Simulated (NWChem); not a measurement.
**Total energies of chlorotrifluoromethane (CClF3)**

```xyz
5

F      0.8478     0.5618     1.0721
C      0.3525    -0.0244     0.0000
F      0.8478     0.5618    -1.0721
F      0.7195    -1.2908     0.0000
Cl    -1.4030     0.0972     0.0000
```
Charge 0, spin multiplicity 1.

The numbers come from NWChem runs, not from measurements. The geometry was optimised at PBE0/def2-SVP, a minimum by its harmonic frequencies.

Basis set: 6-311G** (98 functions).

```csv
method,total energy (Ha)
RHF,-795.77767
MP2,-796.66052
B2PLYP,-797.55560
PBE,-797.43087
B3LYP,-797.94906
TPSS,-797.98111
```

Total energies of different functionals aren't comparable as a measure of quality: only differences taken within one method are. 

The correlated methods keep 9 core orbitals frozen. B3LYP has NWChem's definition, with VWN1-RPA local correlation. The Pople sets run with spherical d functions.
